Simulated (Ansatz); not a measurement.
Reaction (ligand exchange at the Si–C bond): `C=C[SiH](F)[GeH3]` + HCl → `F[SiH](Cl)[GeH3]` + `C=C`

Isolated molecules relaxed with PBE0-D4/def2-TZVP in Ansatz; ΔE leaves out vibrations. CCSD(T)/CBS is the MP2 limit (def2-TZVPP, def2-QZVPP) plus CCSD(T) − MP2 in def2-TZVPP, frozen cores. This one scheme is used for every species. Functionals use def2-TZVPP. HSE06 is defined as in plane-wave codes. For Ge outer-core shells are correlated without core-valence functions, which leaves a few kJ/mol of doubt a bond. Scalar relativity is left out up to krypton. Each species was taken in one conformer, which may not be the lowest.

```csv
level,ΔE (kcal/mol)
BLYP-D4,-22.6
HSE06,-23.3
MP2/def2-SVP,-21.9
SCS-MP2/def2-TZVPP,-22.9
```

Q: What does CCSD(T)/CBS give? (An estimate is asked.)

A: The calculation gave: -23.0 kcal/mol. The listed levels differ from it by 0.4, -0.3, 1.1, 0.1 kcal/mol.

Largest T1 diagnostic among the species: 0.012.

The D4 term adds +0.9 kcal/mol with B3LYP and +0.6 kcal/mol with PBE0; it sums over pairs of atoms, weighted by their polarisabilities, and B3LYP, whose exchange is more repulsive, gets the larger term. Leaving LDA and LC-ωPBE aside and taking each functional with its dispersion term where it has one, the values, not all of them listed here, spread over 2.0 kcal/mol, from BHLYP-D4 to revPBE-D4. LDA lies +1.2 kcal/mol from PBE without D4. In def2-TZVPP, CCSD(T) changes the Hartree–Fock value by +3.5 kcal/mol (the triples alone add +0.4 kcal/mol) and MP2 by +2.8 kcal/mol.

B3LYP here is the variant with VWN-RPA as its local correlation; programs differ in this.
